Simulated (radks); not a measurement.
Ti XV, configuration [He] 2s2 2p4. Calculated with a radial shooting solver on a logarithmic mesh with Libxc functionals: scalar-relativistic Kohn-Sham, PBEsol, spin-polarised, spherical densities, finite nucleus; open shells are filled with parallel spins first; Fermi nuclear charge, rms radius 3.5921 fm.

Radial electron density D(r) = 4 pi r^2 rho(r):

r (bohr)  D(r) (e/bohr)  spin D(r)
0.004107          1.350  -0.000272
0.004976          1.899  -0.000330
0.006078          2.684  -0.000348
0.007364          3.705  -0.000242
0.008923          5.054   0.000166
0.0109            6.876    0.00132
0.01321           9.077    0.00395
0.016             11.73    0.00961
0.01954           14.90     0.0220
0.02368           18.16     0.0458
0.02892           21.45     0.0941
0.03505           24.02      0.181
0.04246           25.52      0.336
0.05186           25.46      0.616
0.06284           23.75       1.06
0.07614           20.88       1.73
0.093             17.75       2.72
0.1127            15.94       3.94
0.1365            16.16       5.29
0.1668            18.25       6.51
0.2021            20.43       7.10
0.2448            20.72       6.79
0.2991            17.76       5.48
0.3624            12.49       3.67
0.4391            6.917       1.96
0.5363            2.764      0.760
0.6498           0.8126      0.219
0.7873           0.1593     0.0424
0.9616          0.01730    0.00459

D(r) has 2 maxima, at r = 0.0467, 0.228 bohr, and minima at 0.122 bohr, inside which lie 2.23 electrons.
